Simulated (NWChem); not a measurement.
Species: C2H6NO cation; SMILES O=C(C)[NH3+]

Program: NWChem. Pople sets run with spherical d functions. Geometry: optimised at PBE0/def2-SVP. Vertical excitations in the gas phase; the lowest state need not have the same character in each row.

```
level                          lowest excitation, singlet (eV)  oscillator strength of that lowest state  lowest state with f > 0.02, singlet (eV)  oscillator strength of that bright state  orbital gap (eV)
-----------------------------  -------------------------------  ----------------------------------------  ----------------------------------------  ----------------------------------------  ----------------
PBE/6-31+G*, full TDDFT                                   5.38                                     0.000                                      6.82                                     0.044              5.12
B3LYP/6-31+G*, full TDDFT                                 5.46                                     0.000                                       ___                                       ___               ___
LRC-wPBEh/6-31+G*, full TDDFT                             5.47                                     0.000                                      8.24                                     0.070             11.64
CAM-B3LYP/6-31+G*, full TDDFT                             5.47                                     0.000                                      8.14                                     0.067             10.70
```

Some entries are withheld; supply them.


- B3LYP/6-31+G*, full TDDFT, lowest state with f > 0.02, singlet (eV): 7.56
- B3LYP/6-31+G*, full TDDFT, oscillator strength of that bright state: 0.055
- B3LYP/6-31+G*, full TDDFT, orbital gap (eV): 7.43
